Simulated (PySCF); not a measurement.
Compound: C₂H₉GeNO.
Atom-mapped SMILES: `[CH3:1][O:2][Ge@H:3]([CH3:4])[NH2:5]` (hydrogens: H6, H7, H8 on C1; H9 on Ge3; H10, H11, H12 on C4; H13, H14 on N5)

Method: PBE0-D3(BJ)/def2-SVP geometry optimisation, gas phase in PySCF; density fitting, grid level 1; the optimiser is geomeTRIC in internal coordinates, started from a GFN2-xTB structure with every atom displaced at random (about 0.01 Å).

Step 0: E = -62251.8029 eV
```
atom  x, y, z in Å  |  force x, y, z in eV/Å
C1      2.2018    0.2461    0.4871   -2.379   0.959  -0.322
O2      0.9276   -0.2699    0.8452    0.507   0.174  -0.108
Ge3    -0.4632   -0.5921   -0.2581    0.717   0.888   0.382
C4     -1.1175    1.0891   -1.0298   -1.610  -1.055   1.399
N5     -1.6901   -1.4116    0.7683   -1.231   0.727   0.628
H6      2.8201    0.2198    1.3603    0.783  -0.118   0.794
H7      2.6519   -0.2972   -0.3295    0.528  -0.524  -0.598
H8      2.1078    1.3217    0.1689    0.219  -0.482   0.116
H9      0.0193   -1.5948   -1.2612    0.263  -0.489  -0.682
H10    -0.4460    1.5260   -1.7117    1.254   0.688  -1.101
H11    -1.3558    1.8026   -0.2253    0.188  -0.001   0.005
H12    -2.0709    0.8933   -1.5486    0.101  -0.044  -0.077
H13    -2.2388   -0.7823    1.3802    0.421  -0.441  -0.502
H14    -1.3543   -2.1665    1.3479    0.239  -0.281   0.065
```

Step 1: E = -62251.9793 eV
```
atom  x, y, z in Å  |  force x, y, z in eV/Å
C1      2.1200    0.2853    0.4460    0.429  -0.059   0.241
O2      0.9376   -0.2727    0.9131   -0.184  -0.082  -0.009
Ge3    -0.4073   -0.6210   -0.2151   -0.277  -0.285  -0.105
C4     -1.0828    1.0384   -0.9531    0.292   0.239  -0.342
N5     -1.7703   -1.3877    0.7411    0.331   0.019  -0.198
H6      2.8424    0.2979    1.2890   -0.049   0.058  -0.266
H7      2.5878   -0.2910   -0.3835   -0.072   0.030   0.092
H8      2.0013    1.3282    0.0954   -0.022   0.062  -0.020
H9      0.1195   -1.6186   -1.2933   -0.081   0.165   0.227
H10    -0.3447    1.5074   -1.6385   -0.233  -0.144   0.261
H11    -1.3080    1.7478   -0.1454    0.031   0.036   0.063
H12    -2.0053    0.8590   -1.5204   -0.051  -0.065  -0.041
H13    -2.2205   -0.7092    1.3480   -0.069   0.007   0.104
H14    -1.4776   -2.1794    1.3101   -0.046   0.017  -0.007
```

Question: Estimate the geometry and energy of step 2. (The exact step hangs on the optimiser's Hessian estimate; all steps are aligned on step 1, rigid shifts and turns removed.)

Answer: E = -62251.9940 eV, largest force 0.125 eV/Å
```
atom  x, y, z in Å  |  force x, y, z in eV/Å
C1      2.1259    0.2822    0.4519    0.007  -0.014  -0.051
O2      0.9319   -0.2650    0.9215    0.045   0.029   0.037
Ge3    -0.4168   -0.6140   -0.2086   -0.089  -0.006  -0.004
C4     -1.0832    1.0483   -0.9591    0.035   0.054  -0.065
N5     -1.7664   -1.3949    0.7378    0.094   0.082  -0.004
H6      2.8646    0.3138    1.2715   -0.057  -0.016   0.000
H7      2.5777   -0.3101   -0.3708   -0.001   0.003   0.012
H8      2.0058    1.3199    0.0799    0.001  -0.001   0.005
H9      0.1144   -1.6034   -1.2666    0.010  -0.013   0.010
H10    -0.3428    1.5112   -1.6303   -0.023  -0.033   0.053
H11    -1.3104    1.7598   -0.1511    0.004  -0.009   0.001
H12    -2.0018    0.8624   -1.5349    0.008  -0.015   0.010
H13    -2.2323   -0.7331    1.3550   -0.016  -0.049   0.013
H14    -1.4745   -2.1929    1.2972   -0.017  -0.013  -0.017
```

The energy changes by -0.0147 eV. The first-order estimate −F·Δx gives -0.0275 eV and the mean of the old and new forces, exact on a quadratic surface, -0.0147 eV. The step makes an angle of 70° with the force vector and moves no atom by more than 0.032 Å.

The cost below is that of the whole optimisation. Time: 59 s; peak memory 0.52 GiB. Hardware: an Arm Neoverse V2 with one thread, on a shared host.
